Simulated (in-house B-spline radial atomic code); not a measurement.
Values are calculated unless marked as measured or tabulated.
**Making a Troullier-Martins s channel for Li, r_c = 0.32 bohr**

Li, [He] 2s1, non-relativistic LDA (VWN5), spherical and spin-unpolarised, from a B-spline radial code for spherical atoms (atomic units). The all-electron 1s level is ε = -1.878564 hartree and its outer maximum at 0.37 bohr.

Inside r_c the pseudo-orbital is u(r) = r^1 exp(p(r)), with p = c0 + c2 r² + c4 r⁴ + … + c12 r¹². The seven coefficients follow from p and its first four derivatives at r_c, from zero curvature of the screened potential at the origin, c4 = −c2²/(2l + 5), and from the norm inside r_c. At r_c the all-electron orbital has P = 1.161376, P' = 0.4137093, the screened potential V = -6.325376, V' = 26.89431, V'' = -184.7872, and the norm inside is Q = 0.2419989.

**Question.** What are p, p' and p'' at r_c?

**Answer.** p = ln(P/r_c^1) = ln(1.161376/0.32) = 1.28904. p' = P'/P − 1/r_c = 0.35622 − 3.12500 = -2.76878. The radial equation gives p'' = 2(V − ε) − 2(1) p'/r_c − p'² = -8.89362 − (-17.30486) − 7.66613 = 0.74511. Differentiating, p''' = 2V' + 2(1)p'/r_c² − 2(1)p''/r_c − 2p'p'' = -0.81989, and p'''' = 2V'' − 4(1)p'/r_c³ + 4(1)p''/r_c² − 2(1)p'''/r_c − 2p''² − 2p'p''' = -3.0095.

For a trial c2 the five matching conditions are linear in c0, c6, c8, c10 and c12, and c2 is varied until the norm inside r_c equals Q. The root nearest zero gives:

| n | c_n |
| --- | --- |
| 0 | 2.003238 |
| 2 | -10.02065 |
| 4 | -20.08267 |
| 6 | 1668.386 |
| 8 | -20256.9 |
| 10 | 107559.2 |
| 12 | -219144.5 |

**Question.** Check c4 and p(r_c), and find the screened pseudopotential at the origin.

**Answer.** −c2²/5 = -20.0827, as listed. The terms c_n r_c^n are 2.00324, -1.02611, -0.21058, 1.79142, -2.22727, 1.21101, -0.25266, which sum to 1.28904. Inverting the radial equation, V_l(r) = ε + 1 p'/r + (p'' + p'²)/2, so V_l(0) = ε + (2l + 3) c2 = -1.878564 + 3 × (-10.0206) = -31.9405 hartree, finite where the all-electron potential diverges.

Orbitals and screened potentials:

```json
{"r (bohr)": "0.032", "P": "0.2662", "u": "0.2348", "V all-electron": "-90.44", "V pseudo": "-31.9"}
{"r (bohr)": "0.08", "P": "0.5772", "u": "0.556", "V all-electron": "-34.11", "V pseudo": "-30.67"}
{"r (bohr)": "0.128", "P": "0.802", "u": "0.8057", "V all-electron": "-20.04", "V pseudo": "-25.57"}
{"r (bohr)": "0.176", "P": "0.9594", "u": "0.9706", "V all-electron": "-13.7", "V pseudo": "-16.87"}
{"r (bohr)": "0.224", "P": "1.064", "u": "1.069", "V all-electron": "-10.13", "V pseudo": "-9.393"}
{"r (bohr)": "0.272", "P": "1.128", "u": "1.129", "V all-electron": "-7.867", "V pseudo": "-6.973"}
{"r (bohr)": "0.32", "P": "1.161", "u": "1.161", "V all-electron": "-6.325", "V pseudo": "-6.325"}
```

Logarithmic derivatives P'/P at R = 0.62 bohr, for energies E around ε:

```
E − ε (hartree)  all-electron     pseudo
           -0.5     -0.415792  -0.415765
          -0.25     -0.683093  -0.683085
           -0.1     -0.854348  -0.854347
              0     -0.973514  -0.973514
            0.1      -1.09697   -1.09697
           0.25      -1.29081    -1.2908
            0.5      -1.63959   -1.63954
```

**Question.** With P(R) = 1.009838 and a norm of 0.6183214 inside R, what slope in energy does norm conservation fix?

**Answer.** d(P'/P)/dE = −2 × (norm inside R)/P(R)² = -1.2127 per hartree·bohr at E = ε, for both atoms, since orbital and norm agree at R. Differences over ±0.1 hartree give -1.2131 (all-electron) and -1.2131 (pseudo), which also hold third-order terms. Half a hartree below ε the two curves differ by +0.0000.
